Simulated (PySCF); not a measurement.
Fill in the blanks.

Compound: C₃H₁₂N₂Si₂.
Numbering: `[NH2:1][SiH2:2][SiH2:3][NH:4][CH:5]1[CH2:6][CH2:7]1` (hydrogens: H8, H9 on N1; H10, H11 on Si2; H12, H13 on Si3; H14 on N4; H15 on C5; H16, H17 on C6; H18, H19 on C7)

Conformer (atom-mapped SMILES and torsion angles): `[NH2:1][SiH2:2][SiH2:3][NH:4][CH:5]1[CH2:6][CH2:7]1`: N1–Si2–Si3–N4 43°, Si2–Si3–N4–C5 49°, Si3–N4–C5–C6 117°, H–N1–Si2–Si3 179°, H–N1–Si2–Si3 -39°.

```csv
property,level,value
point group of the GFN2-xTB geometry,GFN2-xTB,C1
"rotational constants A, B, C of the GFN2-xTB geometry",GFN2-xTB,?
dipole moment,wB97X-D/def2-SVPD,1.67 D
HOMO energy,wB97X-D/def2-SVPD,-8.13 eV
LUMO energy,wB97X-D/def2-SVPD,?
lowest singlet excitation,TDDFT wB97X-D/def2-SVPD,"5.28 eV (235 nm, f = 0.002)"
strongest line among the 8 lowest singlet transitions,TDDFT wB97X-D/def2-SVPD,?
lowest triplet excitation (Tamm–Dancoff),TDA wB97X-D/def2-SVPD,?
static isotropic polarisability,wB97X-D/def2-SVPD,104.4 au
electronic spatial extent ⟨r²⟩ about the centre of nuclear charge,wB97X-D/def2-SVPD,1517 bohr²
```

The electronic properties come from PySCF, for the isolated species, density fitting.

(1) Give the LUMO energy.

(2) The lowest triplet excitation (Tamm–Dancoff)?

(3) The strongest line among the 8 lowest singlet transitions?

(4) What are the rotational constants A, B, C of the GFN2-xTB geometry?

Results:

(1) 1.49 eV.

(2) 5.06 eV.

(3) S8 at 7.15 eV (173 nm, f = 0.081).

(4) 2.813, 0.957, 0.810 GHz.

The 8 singlets span 5.28 to 7.15 eV, and their oscillator strengths add up to 0.16. The polarisability is 15.47 Å³ as a volume (1 au = 0.148185 Å³), or 1.45 au for each of the 72 electrons. The largest Löwdin shares of the HOMO are 0.45 on N4, 0.13 on C5, 0.11 on C6 and 0.08 on Si3.

For the TDDFT job (wB97X-D/def2-SVPD), on one thread of an Arm Neoverse V2 (shared host), this took 68 s.

One conformer stands for the species.
